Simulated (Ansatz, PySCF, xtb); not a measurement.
Noncovalent pair: CH4 (SMILES C) (first 5 atoms) with GeH4 (SMILES [GeH4]); geometry from B3LYP-D3(BJ)/def2-TZVP, rigid monomers moved along the line of their centres of mass till C1···Ge6 is 3.45 Å.
(charge 0, multiplicity 1):
```xyz
10

C     -0.00182     0.15339     0.24148
H     -0.92166    -0.32998     0.56777
H      0.85328    -0.44233     0.55805
H     -0.00231     0.23943    -0.84429
H      0.06361     1.14630     0.68426
Ge     0.00143    -0.12262     3.67581
H      0.95642    -1.16045     3.06918
H      0.45969     1.28873     3.28182
H      0.01042    -0.25353     5.20669
H     -1.42089    -0.36554     3.15123
```

Monomers are frozen at their geometry in the pair; levels with a basis set take the counterpoise correction.

Rows in 6-31G* carry no dispersion term and start afresh at each structure (6-31G* with six Cartesian d functions); the Pople sets are all-electron and without relativity.

Programs: Ansatz (Gaussian orbitals); PySCF for 6-31G* rows, the dispersion terms; xtb for the GFN methods. 

Problem. One of these levels gives 1.4 kJ/mol for the interaction energy. Which one is it?
A. HF/6-31G*
B. r2SCAN/def2-TZVPPD
C. GFN1-xTB
D. PBE-D3(BJ)/def2-TZVPPD

Solution. B, r2SCAN/def2-TZVPPD. The others give -15.2 (GFN1-xTB), 9.7 (HF/6-31G*), -1.5 (PBE-D3(BJ)/def2-TZVPPD)

Ansatz is a quantum-chemistry and plane-wave program.
